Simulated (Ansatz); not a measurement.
Consider the ligand exchange at the Si–N bond: `CN([SiH2]O)[SiH2]Cl` + `N[SiH](O)O` → `O[SiH](O)N[SiH2]Cl` + `CN[SiH2]O`.

Calculated with Ansatz (gas phase, PBE0-D4/def2-TZVP geometries, no zero-point term in ΔE). CCSD(T)/CBS is the MP2 limit (def2-TZVPP, def2-QZVPP) plus CCSD(T) − MP2 in def2-TZVPP, frozen cores. This one scheme is used for every species. Functionals use def2-TZVPP. B3LYP here is the variant with VWN-RPA as its local correlation; programs differ in this. One conformer a species, not always the lowest.

```tsv
level	ΔE (kcal/mol)	difference from CCSD(T)/CBS
PBE-D4	-1.8	-0.4
r2SCAN-D4	-1.8	-0.4
PBE0-D4	-1.9	-0.5
B3LYP-D4	-1.8	-0.4
ωB97X-V	-1.9	-0.5
ωB97M-V	-1.8	-0.4
B2PLYP	-2.2	-0.8
PBE	-2.5	-1.1
r2SCAN	-2.0	-0.6
PBE0	-2.5	-1.1
B3LYP	-2.9	-1.5
HF/def2-TZVPP	-3.1	-1.7
MP2/def2-TZVPP	-1.0	0.4
SCS-MP2/def2-TZVPP	-1.3	0.1
CCSD/def2-TZVPP	-1.6	-0.2
CCSD(T)/def2-TZVPP	-1.3	0.1
HF/def2-QZVPP	-3.1	-1.7
MP2/def2-QZVPP	-1.0	0.4
SCS-MP2/def2-QZVPP	-1.3	0.1
HF/CBS(def2)	-3.1	-1.7
MP2/CBS(def2)	-1.0	0.4
CCSD/CBS(def2)	-1.7	-0.3
CCSD(T)/CBS	-1.4	0
```

Largest T1 diagnostic among the species: 0.011.

The D4 term adds +1.1 kcal/mol with B3LYP and +0.6 kcal/mol with PBE0; it sums over pairs of atoms, weighted by their polarisabilities, and B3LYP, whose exchange is more repulsive, gets the larger term. In def2-TZVPP, CCSD(T) changes the Hartree–Fock value by +1.7 kcal/mol (the triples alone add +0.3 kcal/mol) and MP2 by +2.1 kcal/mol.
